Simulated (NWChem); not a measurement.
Molecule: tin monoxide (SnO, singlet); SMILES [O]=[Sn]

Program: NWChem. Low-valent species are run as closed-shell singlets; no triplet was tried in these runs. Coordinates come from a PBE0-D3(BJ)/def2-TZVP optimisation. def2 effective core potentials on Sn; no spin-orbit coupling.

### Question
What does the run give for PBE/def2-TZVPP? Quantities: highest occupied level (eV); orbital gap (eV); dipole (D).

### Answer
```json
{
  "highest occupied level (eV)": "-6.40",
  "orbital gap (eV)": "3.47",
  "dipole (D)": "3.80"
}
```
